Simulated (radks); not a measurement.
Ba, configuration [Xe] 6s2. All-electron calculation, non-relativistic Kohn-Sham, r2SCAN, spin-polarised, spherical densities, point nucleus; meta-GGA in the generalised Kohn-Sham scheme; relativity is left out, which matters for an element this heavy. Program: a radial shooting solver on a logarithmic mesh with Libxc functionals.

Normalised radial functions P(r) = r R(r), r in bohr:

r              5s       6s
0.001427   0.0304   0.0090
0.001949   0.0403   0.0119
0.002663   0.0528   0.0156
0.003638   0.0681   0.0202
0.004971   0.0858   0.0254
0.006791   0.1047   0.0310
0.009277   0.1217   0.0361
0.01267    0.1312   0.0389
0.01718    0.1250   0.0370
0.02347    0.0920   0.0272
0.03206    0.0234   0.0069
0.0438    -0.0769  -0.0228
0.05983   -0.1782  -0.0528
0.08174   -0.2156  -0.0638
0.1117    -0.1185  -0.0349
0.1526     0.1087   0.0325
0.2084     0.3053   0.0904
0.2825     0.2336   0.0679
0.3859    -0.1474  -0.0460
0.5272    -0.4697  -0.1381
0.7202    -0.2730  -0.0691
0.9839     0.3597   0.1230
1.344      0.8531   0.2284
1.836      0.8272   0.0977
2.509      0.4637  -0.1887
3.427      0.1504  -0.4369
4.645      0.0296  -0.5083
6.346      0.0029  -0.3754
8.669      0.0001  -0.1698
11.84      0.0000  -0.0429
16.18      0.0000  -0.0055

5s: eigenvalue -32.531 eV, 4 radial nodes at r = 0.0347, 0.133, 0.348, 0.833 bohr, <r> = 1.71 bohr, 90 % of the charge inside 2.46 bohr. 6s: eigenvalue -3.168 eV, 5 radial nodes at r = 0.0347, 0.133, 0.346, 0.812, 2.06 bohr, <r> = 5.05 bohr, 90 % of the charge inside 7.34 bohr.
